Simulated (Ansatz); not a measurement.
Reaction (ligand exchange at the Al–N bond): `C[NH][Al]([OH])[SH]` + H–F → `[OH][Al]([F])[SH]` + CH₃NH₂

Program: Ansatz. Geometries: PBE0-D4/def2-TZVP. ΔE: electronic, gas phase. CCSD(T)/CBS is the MP2 limit (def2-TZVPP, def2-QZVPP) plus CCSD(T) − MP2 in def2-TZVPP, frozen cores. This one scheme is used for every species. Functionals use def2-TZVPP. HSE06 is defined as in plane-wave codes. One conformer a species, not always the lowest.

| level | ΔE (kJ/mol) |
| --- | --- |
| BLYP-D4 | -96.2 |
| r2SCAN0-D4 | -96.9 |
| HSE06-D4 | -91.5 |
| HF/def2-QZVPP | -112.6 |

Question: What does CCSD(T)/CBS give? (Estimate.)

Answer: Ansatz gave: -93.4 kJ/mol. The listed levels differ from it by -2.8, -3.5, 1.9, -19.2 kJ/mol.

Largest T1 diagnostic among the species: 0.012.

In def2-TZVPP, CCSD(T) changes the Hartree–Fock value by +17.3 kJ/mol (the triples alone add +2.6 kJ/mol) and MP2 by +19.3 kJ/mol. The D4 term adds +9.3 kJ/mol with B3LYP and +5.4 kJ/mol with PBE0; it sums over pairs of atoms, weighted by their polarisabilities, and B3LYP, whose exchange is more repulsive, gets the larger term.

B3LYP here is the variant with VWN-RPA as its local correlation; programs differ in this.
